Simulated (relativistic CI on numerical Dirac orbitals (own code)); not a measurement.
# Transition arrays of Gd XX

Computed by Dirac-Coulomb-Breit CI, separate exchange-only KLI orbitals for each configuration, a model potential for QED, valence Slater integrals scaled by 0.9, whole transition arrays (own radial code, finite nucleus).

Configurations in the expansion (outside the closed core [Ar] 3d10 4s2): 4p⁶4d⁹, 4p⁶4d⁸4f, 4p⁵4d¹⁰, 4p⁶4d⁸5p, 4p⁶4d⁸5f. Levels of other configurations are missing.

All E1 lines from the levels of 4p⁶4d⁹; mean and standard deviation are weighted by gf, and upper levels are sorted by their leading configuration.

```tsv
Upper configuration	Lines	Σgf	Mean (eV)	Mean (nm)	σ (eV)	Strongest line (nm)
4p⁶4d⁸4f	82	82.4	184.33	6.726	3.63	6.701
4p⁵4d¹⁰	2	0.2	128.77	9.628	2.17	9.570
4p⁶4d⁸5p	60	8.6	232.57	5.331	3.46	5.353
4p⁶4d⁸5f	81	8.8	343.79	3.606	3.75	3.637
```

Σgf per state of the lower configuration in bins of 0.1 nm over the central range (centre: value): 3.55: 0.41, 3.65: 0.46, 5.25: 0.22, 5.35: 0.45, 5.45: 0.13, 6.45: 0.60, 6.75: 7.57.

(1) How do configuration mixing and the scaling of the Slater integrals move the arrays?

## Answers

(1) Slater scale 0.9, no configuration mixing: 4p⁶4d⁸4f 182.6 ± 4.9 eV (Σgf 74.0), 4p⁵4d¹⁰ 150.4 ± 14.2 eV (Σgf 4.6), 4p⁶4d⁸5p 232.8 ± 3.4 eV (Σgf 10.5), 4p⁶4d⁸5f 343.6 ± 3.7 eV (Σgf 10.5); Slater scale 1: 4p⁶4d⁸4f 188.1 ± 3.6 eV (Σgf 84.4), 4p⁵4d¹⁰ 127.3 ± 2.2 eV (Σgf 0.2), 4p⁶4d⁸5p 232.6 ± 3.6 eV (Σgf 8.3), 4p⁶4d⁸5f 343.9 ± 3.9 eV (Σgf 8.8); Slater scale 0.8: 4p⁶4d⁸4f 180.1 ± 3.2 eV (Σgf 74.8), 4p⁵4d¹⁰ 184.8 ± 11.8 eV (Σgf 6.0), 4p⁶4d⁸5p 232.5 ± 3.3 eV (Σgf 8.9), 4p⁶4d⁸5f 343.7 ± 3.6 eV (Σgf 8.8). With mixing, levels are counted to their leading configuration, so an array can shrink or vanish into another, and the sums then hold other lines.
